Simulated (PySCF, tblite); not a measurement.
Isomers of C6H9NSi. Level: GFN2-xTB in tblite, geometry and Hessian alike; calculated harmonic values, unscaled, isolated species. Against measured fundamentals such values can be off by several per cent, at times by over 20. Modes of hydrogen on silicon can be 10 to 20 % off. One conformer each.

Electronic energies: PBE0-D3(BJ)/def2-SVP at its own geometries (PySCF, gas phase).

```json
{"SMILES": "N#C[C@]1(C[SiH3])[C@@H]2C[C@@H]21", "electronic energy, lowest = 0 (kJ/mol)": "219.7"}
{"SMILES": "C=Cc1cccn1[SiH3]", "electronic energy, lowest = 0 (kJ/mol)": "0.0"}
{"SMILES": "C#C/C(=N\\[SiH3])C1CC1", "electronic energy, lowest = 0 (kJ/mol)": "258.9"}
{"SMILES": "C#C/C(=N/[SiH3])C1CC1", "electronic energy, lowest = 0 (kJ/mol)": "266.5"}
{"SMILES": "C#C[SiH2]/N=C\\C=C/C", "electronic energy, lowest = 0 (kJ/mol)": "220.4"}
```

Question: How do GFN2-xTB zero-point energies change the relative energies?

Answer: 
| SMILES | ZPE (kJ/mol) | of it from modes above 1550 cm⁻¹ | electronic (kJ/mol) | with ZPE, lowest = 0 (kJ/mol) | lowest mode (cm⁻¹) | rings |
| --- | --- | --- | --- | --- | --- | --- |
| C=Cc1cccn1[SiH3] | 332.6 | 172.4 | 0.0 | 0.0 | 78 | 1 |
| N#C[C@]1(C[SiH3])[C@@H]2C[C@@H]21 | 328.9 | 165.3 | 219.7 | 216.0 | 51 | 2 |
| C#C[SiH2]/N=C\C=C/C | 327.3 | 188.0 | 220.4 | 215.1 | 25 | 0 |
| C#C/C(=N\[SiH3])C1CC1 | 326.3 | 176.4 | 258.9 | 252.6 | 57 | 1 |
| C#C/C(=N/[SiH3])C1CC1 | 326.5 | 176.4 | 266.5 | 260.4 | 58 | 1 |

The zero-point energies span 6.3 kJ/mol, from `C#C/C(=N\[SiH3])C1CC1` to `C=Cc1cccn1[SiH3]`. The lowest isomer stays, but the order above it changes.

Question: And how do the electronic energies of GFN2-xTB itself compare?

Answer: `C=Cc1cccn1[SiH3]` 0.0; `N#C[C@]1(C[SiH3])[C@@H]2C[C@@H]21` 303.0; `C#C[SiH2]/N=C\C=C/C` 283.4; `C#C/C(=N\[SiH3])C1CC1` 223.6; `C#C/C(=N/[SiH3])C1CC1` 225.6 kJ/mol, lowest = 0. Against the energies above, taken from the same isomer `C=Cc1cccn1[SiH3]`, the largest difference is 83.3 kJ/mol. The two levels were optimised apart and needn't hold the same conformer.

Question: What do entropy and thermal enthalpy add at 298.15 K and 1 bar (rigid rotor, harmonic oscillator, one conformer each)?

Answer: 
```
                           SMILES  point group  symmetry number  S (J/(mol K))  H − H(0) (kJ/mol)  ZPE + H − H(0) − TS (kJ/mol)
                 C=Cc1cccn1[SiH3]           Cs                1          381.0              25.56                         244.6
N#C[C@]1(C[SiH3])[C@@H]2C[C@@H]21           C1                1          394.4              26.94                         238.3
            C#C/C(=N\[SiH3])C1CC1           Cs                1          409.2              28.76                         233.0
```

Not tabulated: `C#C[SiH2]/N=C\C=C/C` (lowest mode only 25 cm⁻¹); `C#C/C(=N/[SiH3])C1CC1` (point group not settled).
